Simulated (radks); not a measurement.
Question: Neutral nickel, 28 electrons, occupied as [Ar] 3d8 4s2. Calculated with a radial shooting solver on a logarithmic mesh with Libxc functionals: scalar-relativistic Kohn-Sham, PBE, spin-polarised, spherical densities, point nucleus; open shells are filled with parallel spins first. Some entries of the table are withheld. Estimate them.

| orbital | occ. | eigenvalue (eV) | <r> (bohr) | r(max) (bohr) |
|---|---|---|---|---|
| 1s down | 1 | -8212.078 | 0.05409 | 0.03540 |
| 1s up | 1 | -8212.077 | 0.05409 | 0.03540 |
| 2s up | 1 | -982.2384 | 0.2450 | 0.2046 |
| 2s down | 1 | -981.1303 | 0.2448 | 0.2045 |
| 2p up | 3 | -844.9547 | 0.2154 | 0.1649 |
| 2p down | 3 | -844.1207 | 0.2152 | 0.1648 |
| 3s up | 1 | (1) | 0.7394 | (2) |
| 3s down | 1 | (3) | 0.7408 | (4) |
| 3p up | 3 | -72.3764 | 0.7774 | 0.6465 |
| 3p down | 3 | -70.1620 | 0.7800 | 0.6473 |
| 3d up | 5 | -9.7669 | 0.9954 | 0.6283 |
| 3d down | 3 | -7.7918 | 1.034 | 0.6325 |
| 4s up | 1 | (5) | 2.773 | 2.212 |
| 4s down | 1 | (6) | 2.849 | 2.267 |

Answer: 
(1) 3s up eigenvalue (eV): -112.0668
(2) 3s up r(max) (bohr): 0.6391
(3) 3s down eigenvalue (eV): -109.8046
(4) 3s down r(max) (bohr): 0.6396
(5) 4s up eigenvalue (eV): -5.8102
(6) 4s down eigenvalue (eV): -5.4625
